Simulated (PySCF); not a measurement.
A structure optimised at PBE-D3(BJ)/def2-SVP, used in a PySCF frequency run:

```
B
N 1 1.4044
H 2 1.0203 1 122.75
H 2 1.0206 3 113.70 1 -178.89
C 1 1.5799 2 122.08 3 -2.16
H 5 1.1085 1 114.30 2 -2.48
H 5 1.1107 6 108.47 1 123.01
H 5 1.1113 6 108.21 7 113.68
C 1 1.5852 2 118.45 3 177.14
C 9 1.3480 1 127.86 2 -27.82
F 9 1.3646 10 118.02 1 177.10
H 10 1.0994 9 119.99 11 178.57
H 10 1.1012 12 118.31 9 178.58
```

Write its SMILES and formula.

C=C(F)B(C)N, C₃H₇BFN

What are its rotational constants (standard atomic weights)?

4.6399, 2.9094, 1.8836 GHz
